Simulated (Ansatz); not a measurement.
Geometry optimisation, DFT PBE, scalar-relativistic, plane waves, PAW (Ansatz).

Input file:

```yaml
crystal:
  lattice:
    - [0.0, 5.43, 5.43]
    - [5.43, 0.0, 5.43]
    - [5.43, 5.43, 0.0]
  atoms:
    - { symbol: Si, position: [0.0, 0.0, 0.0] }
    - { symbol: Si, position: [0.125, 0.125, 0.125] }
    - { symbol: Si, position: [0.0, 0.0, 0.5] }
    - { symbol: Si, position: [0.125, 0.125, 0.625] }
    - { symbol: Si, position: [0.0, 0.5, 0.0] }
    - { symbol: Si, position: [0.125, 0.625, 0.125] }
    - { symbol: Si, position: [0.0, 0.5, 0.5] }
    - { symbol: Si, position: [0.125, 0.625, 0.625] }
    - { symbol: Si, position: [0.5, 0.0, 0.0] }
    - { symbol: Si, position: [0.625, 0.125, 0.125] }
    - { symbol: Si, position: [0.5, 0.0, 0.5] }
    - { symbol: Si, position: [0.625, 0.125, 0.625] }
    - { symbol: Si, position: [0.5, 0.5, 0.0] }
    - { symbol: Si, position: [0.625, 0.625, 0.125] }
    - { symbol: Si, position: [0.5, 0.5, 0.5] }
    - { symbol: Si, position: [0.625, 0.625, 0.625] }
    - { symbol: O, position: [0.82016185, 0.82184852, 0.55625343], spin: 1.0 }
magnetization:
  spin_polarized: true
basis:
  ecutwfc: 420.0
kpoints:
  mp_grid: { grid: [2, 2, 2] }
hamiltonian:
  xc: pbe
scf:
  occupations: { method: gaussian, width: 0.05 }
  lower_state_search: "off"
relax:
  f_tol: 0.03
  max_steps: 60
  adjacent_minimum: "off"
```

Launched with:

```bash
$ ansatz run input.yaml --threads 2 --pin off --max-ram 5120MiB --backend cpu --events-out ev --progress --plain --runs-dir out
```

Problem. Where does it end, and by what steps?

Solution. The forces met the threshold. Limits of this set-up: coarse k mesh. After 10 steps the energy has fallen by 2.413 eV; O17 moved furthest, 0.87 Å.

| step | energy less start (eV) | largest force component (eV/Å) | accepted |
| --- | --- | --- | --- |
| 0 | 0.0000 | 0.458 | yes |
| 1 | -0.0495 | 0.691 | yes |
| 2 | -0.2604 | 1.286 | yes |
| 3 | -0.5478 | 0.741 | yes |
| 4 | -0.8567 | 1.620 | yes |
| 5 | -1.3454 | 1.390 | yes |
| 6 | -1.9101 | 1.531 | yes |
| 7 | -2.3025 | 0.773 | yes |
| 8 | -2.4060 | 0.138 | yes |
| 9 | -2.4120 | 0.041 | yes |
| 10 | -2.4129 | 0.009 | yes |

```xyz
17
Lattice="0.0000 5.4300 5.4300 5.4300 0.0000 5.4300 5.4300 5.4300 0.0000" Properties=species:S:1:pos:R:3
Si 0.075 0.008 -0.099
Si 1.339 1.361 1.367
Si 2.412 2.908 0.020
Si 4.197 3.899 1.113
Si 2.635 0.025 2.791
Si 4.074 1.375 4.065
Si 5.449 2.733 2.727
Si 6.516 4.315 4.152
Si 0.008 2.712 2.697
Si 1.428 4.047 3.998
Si 2.788 5.189 2.449
Si 4.089 6.596 3.771
Si 2.701 2.697 5.437
Si 3.968 4.064 6.866
Si 5.178 5.605 5.560
Si 6.793 6.770 6.813
O 8.134 7.471 9.491
```

Whether the end is a true minimum wasn't checked by a vibrational analysis.

Time of the run: 76 s on 2 threads of Arm Neoverse V2 (shared host), peak memory 0.71 GiB.
